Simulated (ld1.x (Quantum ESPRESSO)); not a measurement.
Logarithmic derivatives: Pt, TM

ld1.x (Quantum ESPRESSO) 7.5 input, shortened:

```
&input
   title='Pt', zed=78., rel=2, dft='PZ', iswitch=3,
   config='[Xe] 4f14 5d9 6s1 6p0', rel_dist='average'
 /
 &inputp
   pseudotype=2, tm=.true., lloc=0,
   nlcc=.false.
 /
3
6P  2  1   0.00   0.00  3.55  3.55  0.0
5D  3  2   9.00   0.00  2.10  2.10  0.0
6S  1  0   1.00   0.00  1.90  1.90  0.0
 &test
   configts(1)='5d9 6s1 6p0'
 /
```

Open shells are filled in proportion to 2j + 1 (rel_dist='average').

The phase is arctan(r·u′/u) with u = r·R(r), unwrapped; energies in Ry, scanned from -2 to 5 Ry. A pole is an energy at which the radial function vanishes at the test radius. The pseudo phase is shifted by a multiple of π to meet the all-electron one at the reference energy, and phase errors are pseudo minus all-electron; the curves can meet again beyond the range given. Levels narrower than the energy grid can be missing from the lists of poles.

Problem. For each channel, where are the poles, and over which energies does the pseudopotential scatter like the atom?

Solution.

| channel | radius (bohr) | reference energy (Ry) | poles, all-electron | poles, pseudo | unbroken range about the reference energy with phases within 0.05 rad | phase error 1 Ry above the reference energy (rad) |
| --- | --- | --- | --- | --- | --- | --- |
| s | 3.86 | -0.44 | -0.10, 3.35 | -0.10, 2.68 | below 0.9 | -0.011 |
| p1/2 | 3.86 | -0.10 | 0.56, 4.16 | 0.55, 3.95 | below 1.6 | -0.007 |
| p3/2 | 3.86 | -0.06 | 0.79, 4.59 | 0.77, 3.96 | below 1.6 | -0.009 |
| d3/2 | 3.86 | -0.53 | -0.49, 2.13 | -0.49, 2.26 | below 0.6 | +0.024 |
| d5/2 | 3.86 | -0.43 | -0.38, 2.21 | -0.38, 2.33 | below 0.6 | +0.030 |

Phases in the d5/2 channel:

| E (Ry) | all-electron | pseudo |
| --- | --- | --- |
| -2.00 | 1.390 | 1.390 |
| -1.76 | 1.379 | 1.379 |
| -1.52 | 1.364 | 1.364 |
| -1.28 | 1.344 | 1.345 |
| -1.04 | 1.316 | 1.317 |
| -0.80 | 1.266 | 1.266 |
| -0.56 | 1.055 | 1.056 |
| -0.32 | -1.691 | -1.691 |
| -0.08 | -1.847 | -1.845 |
| 0.16 | -1.954 | -1.950 |
| 0.40 | -2.123 | -2.111 |
| 0.64 | -2.520 | -2.475 |
| 0.88 | -3.477 | -3.370 |
| 1.12 | -4.183 | -4.125 |
| 1.36 | -4.444 | -4.412 |
| 1.60 | -4.566 | -4.543 |
| 1.84 | -4.639 | -4.619 |
| 2.08 | -4.690 | -4.671 |
| 2.32 | -4.731 | -4.710 |
| 2.56 | -4.768 | -4.744 |
| 2.80 | -4.805 | -4.776 |
| 3.04 | -4.849 | -4.810 |
| 3.28 | -4.908 | -4.848 |
| 3.52 | -5.003 | -4.899 |
| 3.76 | -5.201 | -4.974 |
| 4.00 | -5.822 | -5.112 |
| 4.24 | -7.018 | -5.448 |
| 4.48 | -7.460 | -6.424 |
| 4.72 | -7.616 | -7.244 |
| 4.96 | -7.694 | -7.514 |
